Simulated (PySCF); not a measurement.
**C₆ coefficients of unlike pairs at PBE0**

Calculated with PySCF 2.14 from the dipole response of each species, C₆(A,B) = (3/π) ∫ α_A(iu) α_B(iu) du, in atomic units, from isotropic polarisabilities. For ions this is the dispersion term alone; charge-induced terms of lower order in 1/R come first.

| species | configuration | basis | relativity | α (bohr³) | C₆ (like pair) |
| --- | --- | --- | --- | --- | --- |
| Ne | [Ne] (1S) | aug-cc-pwCVQZ (9s8p6d4f2g) | none | 2.686 | 6.522 |
| Al(2+) | [Ne] 3s1 (2S) | aug-cc-pCVTZ-DK with one added diffuse shell each of s, p, d, f type (9s8p6d4f) | spin-free X2C | 13.95 | 37.85 |
| S | [Ne] 3s2 3p4 (3P) | aug-cc-pVDZ-DK (5s4p2d) | spin-free X2C | 18.45 | 128.1 |
| Nb | [Kr] 4d4 5s1 (6D) | aug-cc-pVTZ-DK (9s8p6d3f2g) | spin-free X2C | 96.41 | 1088 |

Q: Estimate C₆ for Nb with Al(2+).

A: The integral gives 199.2. The combination rule 2 C_A C_B / (C_A α_B/α_A + C_B α_A/α_B) gives 196.5 and the geometric mean 202.9.

No spin-orbit coupling is included.

The other pairs:

| pair | C₆ |
| --- | --- |
| Al(2+), Ne | 12.32 |
| S, Ne | 26.29 |
| Nb, S | 336.1 |
| Nb, Ne | 61.31 |
| S, Al(2+) | 66.17 |
